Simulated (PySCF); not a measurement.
Job for PySCF: R-B3LYP/3-21G on GeH4 (SMILES [GeH4]).

```python
from pyscf import gto, scf, dft, mp
from pyscf.data.elements import chemcore

mol = gto.M(
    atom='''
    Ge    0.11914678    0.00495086    4.72598654
    H    -0.53212936    1.23971003    4.08740827
    H    -0.79598692   -0.57265271    5.81214177
    H     1.48405198    0.37636238    5.31791873
    H     0.32570026   -1.06181283    3.63213835
    ''',
    basis='3-21g',
    charge=0, spin=0, verbose=3, max_memory=1800)
mf = dft.RKS(mol, xc='b3lyp')
mf.conv_tol = 1e-8
mf.max_cycle = 100
mf.kernel()
if not mf.converged:
    mf = mf.newton().run(mf.mo_coeff, mf.mo_occ)
```

Q: Predict the final total energy.

A: -2069.3541 hartree.
